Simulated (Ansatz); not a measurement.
Born–Oppenheimer molecular dynamics of CH₇FOSi₂ (12 atoms, charge 0, multiplicity 1). It goes on from the last frame of an earlier run, with new velocities.

These are results of RKS PBE-D4/STO-3G (Ansatz 0.2.0), not measurements.

| Quantity | Value |
| --- | --- |
| ensemble | NVE (velocity Verlet) |
| time step | 1 fs |
| steps asked | 150 |
| starting velocities drawn for | 100 K |
| seed | 965380 |

Frames 2 fs apart, positions in Å, forces in eV/Å.

Velocities at 100.0 fs (Å/ps):

```
F 3.91 -0.93 -1.18
Si -2.44 1.66 2.15
O 1.54 1.79 0.04
C -0.73 -0.11 -1.98
Si -0.37 -0.72 0.00
H -4.78 -7.12 -12.68
H 1.48 -18.38 4.28
H -15.57 -6.92 -7.07
H 7.88 -6.13 -0.81
H -3.71 1.86 -2.39
H 6.92 -6.40 4.87
H -3.37 7.37 -0.95
```

```xyz
12
Properties=species:S:1:pos:R:3:forces:R:3 time_fs=100.0 energy_less_start_eV=0.019 T=85
F -2.455 0.286 0.862 -0.06 0.03 0.06
Si -0.947 0.572 1.472 0.45 0.36 -0.02
O 0.018 -0.875 1.287 -0.08 0.49 -0.42
C 0.189 -1.129 -0.174 0.14 -0.18 0.05
Si 1.006 0.226 -1.286 -0.23 -0.23 0.37
H -0.944 0.844 2.913 -0.13 -0.10 -0.09
H -0.365 1.754 0.754 -0.27 -0.54 0.30
H 0.853 -2.026 -0.225 -0.20 -0.03 -0.02
H -0.792 -1.423 -0.646 0.29 -0.02 0.07
H -0.079 1.044 -1.807 0.21 0.15 -0.18
H 1.931 1.022 -0.494 -0.03 0.07 -0.09
H 1.748 -0.407 -2.367 -0.09 0.00 -0.04
12
Properties=species:S:1:pos:R:3:forces:R:3 time_fs=102.0 energy_less_start_eV=0.018 T=86
F -2.447 0.285 0.860 -0.32 0.01 -0.03
Si -0.951 0.575 1.476 0.46 -0.56 -0.37
O 0.021 -0.871 1.287 -0.10 0.42 -0.49
C 0.188 -1.129 -0.178 0.30 -0.06 0.29
Si 1.005 0.225 -1.286 -0.31 0.02 0.46
H -0.956 0.829 2.890 -0.12 0.08 0.63
H -0.366 1.710 0.767 0.02 0.18 -0.06
H 0.820 -2.041 -0.239 0.16 -0.09 0.08
H -0.773 -1.435 -0.647 -0.29 0.06 -0.10
H -0.082 1.050 -1.815 0.35 0.05 -0.06
H 1.944 1.011 -0.486 -0.16 0.01 -0.18
H 1.740 -0.392 -2.371 0.01 -0.11 -0.17
12
Properties=species:S:1:pos:R:3:forces:R:3 time_fs=104.0 energy_less_start_eV=0.054 T=59
F -2.440 0.283 0.857 -0.55 -0.01 -0.13
Si -0.955 0.578 1.480 0.40 -1.30 -0.19
O 0.024 -0.866 1.285 -0.10 0.32 -0.53
C 0.188 -1.130 -0.181 0.25 -0.13 0.36
Si 1.004 0.223 -1.285 -0.24 0.04 0.36
H -0.973 0.817 2.889 -0.09 0.15 0.80
H -0.366 1.672 0.777 0.32 0.85 -0.41
H 0.792 -2.059 -0.250 0.37 -0.01 0.17
H -0.765 -1.445 -0.652 -0.54 0.18 -0.13
H -0.071 1.059 -1.825 0.33 0.04 0.02
H 1.951 0.999 -0.485 -0.18 0.02 -0.17
H 1.732 -0.382 -2.380 0.03 -0.14 -0.16
12
Properties=species:S:1:pos:R:3:forces:R:3 time_fs=106.0 energy_less_start_eV=0.041 T=68
F -2.434 0.281 0.855 -0.72 -0.03 -0.21
Si -0.959 0.579 1.484 0.60 -1.15 0.30
O 0.026 -0.860 1.282 -0.09 0.20 -0.51
C 0.188 -1.131 -0.183 -0.17 -0.44 0.19
Si 1.002 0.222 -1.284 -0.04 -0.17 0.06
H -0.993 0.809 2.917 -0.05 0.07 0.21
H -0.355 1.665 0.773 0.26 0.82 -0.32
H 0.778 -2.077 -0.255 0.33 0.23 0.21
H -0.776 -1.448 -0.661 -0.18 0.35 0.08
H -0.049 1.069 -1.834 0.15 0.11 0.03
H 1.951 0.989 -0.491 -0.06 0.10 -0.07
H 1.725 -0.377 -2.396 -0.03 -0.10 0.01
12
Properties=species:S:1:pos:R:3:forces:R:3 time_fs=108.0 energy_less_start_eV=0.030 T=77
F -2.430 0.279 0.852 -0.81 -0.03 -0.26
Si -0.961 0.579 1.487 1.02 -0.36 0.54
O 0.028 -0.853 1.278 -0.06 0.11 -0.43
C 0.188 -1.133 -0.184 -0.56 -0.52 0.04
Si 1.000 0.220 -1.282 0.18 -0.38 -0.24
H -1.015 0.805 2.953 0.01 -0.03 -0.49
H -0.335 1.689 0.758 -0.14 0.17 0.14
H 0.776 -2.086 -0.251 0.19 0.37 0.18
H -0.794 -1.438 -0.666 0.25 0.37 0.27
H -0.020 1.083 -1.842 -0.06 0.18 0.00
H 1.949 0.983 -0.499 0.08 0.17 0.05
H 1.716 -0.377 -2.410 -0.10 -0.05 0.19
12
Properties=species:S:1:pos:R:3:forces:R:3 time_fs=110.0 energy_less_start_eV=0.042 T=68
F -2.427 0.277 0.848 -0.81 -0.03 -0.27
Si -0.962 0.577 1.492 1.26 0.30 0.38
O 0.030 -0.847 1.273 -0.02 0.03 -0.27
C 0.186 -1.137 -0.185 -0.58 -0.10 0.11
Si 0.999 0.218 -1.281 0.28 -0.33 -0.37
H -1.036 0.799 2.971 0.07 -0.08 -0.76
H -0.319 1.719 0.748 -0.47 -0.41 0.53
H 0.783 -2.082 -0.241 0.11 0.23 0.08
H -0.803 -1.414 -0.662 0.27 0.15 0.22
H 0.006 1.104 -1.850 -0.17 0.15 0.03
H 1.950 0.983 -0.505 0.14 0.14 0.08
H 1.704 -0.378 -2.418 -0.08 -0.06 0.24
12
Properties=species:S:1:pos:R:3:forces:R:3 time_fs=112.0 energy_less_start_eV=0.033 T=75
F -2.426 0.275 0.844 -0.71 -0.02 -0.25
Si -0.962 0.577 1.497 1.14 0.44 -0.07
O 0.033 -0.840 1.267 0.02 -0.02 -0.05
C 0.183 -1.142 -0.185 -0.21 0.57 0.35
Si 0.998 0.215 -1.281 0.27 0.01 -0.30
H -1.055 0.791 2.961 0.11 -0.05 -0.46
H -0.321 1.734 0.757 -0.52 -0.55 0.61
H 0.793 -2.070 -0.229 0.07 -0.06 -0.05
H -0.803 -1.385 -0.650 -0.11 -0.20 -0.03
H 0.026 1.131 -1.857 -0.13 0.00 0.11
H 1.956 0.987 -0.509 0.06 0.00 0.02
H 1.690 -0.381 -2.417 0.02 -0.13 0.13
12
Properties=species:S:1:pos:R:3:forces:R:3 time_fs=114.0 energy_less_start_eV=0.022 T=83
F -2.426 0.273 0.839 -0.54 0.00 -0.19
Si -0.960 0.577 1.502 0.66 0.04 -0.62
O 0.035 -0.833 1.261 0.07 -0.07 0.18
C 0.178 -1.144 -0.185 0.12 0.98 0.47
Si 0.997 0.212 -1.280 0.21 0.40 -0.17
H -1.069 0.782 2.935 0.11 0.03 0.24
H -0.342 1.730 0.789 -0.28 -0.19 0.35
H 0.806 -2.059 -0.218 -0.05 -0.19 -0.15
H -0.807 -1.363 -0.639 -0.34 -0.45 -0.22
H 0.042 1.157 -1.859 -0.04 -0.19 0.20
H 1.964 0.992 -0.512 -0.05 -0.16 -0.06
H 1.675 -0.390 -2.411 0.13 -0.20 -0.03
12
Properties=species:S:1:pos:R:3:forces:R:3 time_fs=116.0 energy_less_start_eV=0.034 T=74
F -2.427 0.271 0.834 -0.32 0.03 -0.11
Si -0.957 0.576 1.506 -0.03 -0.65 -0.80
O 0.037 -0.827 1.256 0.12 -0.12 0.38
C 0.174 -1.144 -0.183 0.01 0.91 0.26
Si 0.997 0.210 -1.280 0.19 0.53 -0.14
H -1.080 0.773 2.918 0.10 0.07 0.78
H -0.373 1.719 0.834 0.15 0.49 -0.10
H 0.816 -2.055 -0.212 -0.25 -0.09 -0.18
H -0.823 -1.358 -0.635 -0.03 -0.47 -0.12
H 0.056 1.176 -1.855 -0.03 -0.27 0.20
H 1.971 0.991 -0.517 -0.07 -0.23 -0.07
H 1.666 -0.406 -2.406 0.15 -0.19 -0.09
12
Properties=species:S:1:pos:R:3:forces:R:3 time_fs=118.0 energy_less_start_eV=0.037 T=73
F -2.429 0.269 0.829 -0.09 0.06 -0.01
Si -0.954 0.576 1.510 -0.63 -0.96 -0.40
O 0.040 -0.820 1.251 0.16 -0.16 0.53
C 0.171 -1.141 -0.180 -0.28 0.59 -0.11
Si 0.996 0.209 -1.281 0.25 0.30 -0.26
H -1.087 0.766 2.929 0.13 0.00 0.59
H -0.399 1.727 0.875 0.41 0.90 -0.39
H 0.817 -2.054 -0.213 -0.34 0.05 -0.15
H -0.839 -1.370 -0.636 0.43 -0.31 0.08
H 0.068 1.185 -1.842 -0.13 -0.21 0.11
H 1.975 0.982 -0.525 0.02 -0.18 0.01
H 1.662 -0.429 -2.405 0.07 -0.08 0.00
12
Properties=species:S:1:pos:R:3:forces:R:3 time_fs=120.0 energy_less_start_eV=0.004 T=97
F -2.431 0.267 0.824 0.13 0.09 0.08
Si -0.952 0.573 1.512 -0.82 -0.39 0.10
O 0.043 -0.815 1.248 0.18 -0.18 0.64
C 0.166 -1.135 -0.178 -0.31 0.35 -0.38
Si 0.997 0.208 -1.281 0.31 -0.11 -0.39
H -1.088 0.759 2.961 0.17 -0.14 -0.10
H -0.410 1.766 0.903 0.26 0.48 -0.24
H 0.806 -2.052 -0.220 -0.22 0.06 -0.07
H -0.840 -1.394 -0.634 0.45 -0.10 0.13
H 0.075 1.187 -1.826 -0.25 -0.06 -0.02
H 1.980 0.965 -0.532 0.15 -0.08 0.12
H 1.660 -0.454 -2.403 -0.05 0.07 0.12
12
Properties=species:S:1:pos:R:3:forces:R:3 time_fs=122.0 energy_less_start_eV=0.003 T=98
F -2.433 0.266 0.819 0.31 0.13 0.17
Si -0.951 0.571 1.515 -0.74 0.55 0.28
O 0.046 -0.809 1.246 0.17 -0.18 0.70
C 0.160 -1.129 -0.177 0.01 0.23 -0.45
Si 0.997 0.207 -1.282 0.29 -0.35 -0.38
H -1.083 0.748 2.990 0.18 -0.22 -0.62
H -0.412 1.823 0.922 -0.06 -0.35 0.09
H 0.787 -2.048 -0.230 0.07 -0.03 0.03
H -0.825 -1.421 -0.628 -0.02 0.07 0.00
H 0.073 1.186 -1.810 -0.27 0.03 -0.11
H 1.991 0.946 -0.534 0.19 -0.02 0.16
H 1.657 -0.477 -2.397 -0.11 0.15 0.13
```

Of the whole run (150 fs, mean temperature of the second half 75 K): The conserved energy stayed within 0.16 meV per atom of its start (net change 0.068 meV per atom), so the integration is sound. A run of 0.15 ps of so small a system gives no equilibrium averages. Limits of this set-up: minimal basis.

Run time: 9.5 min on 1 CPU thread of a shared host.
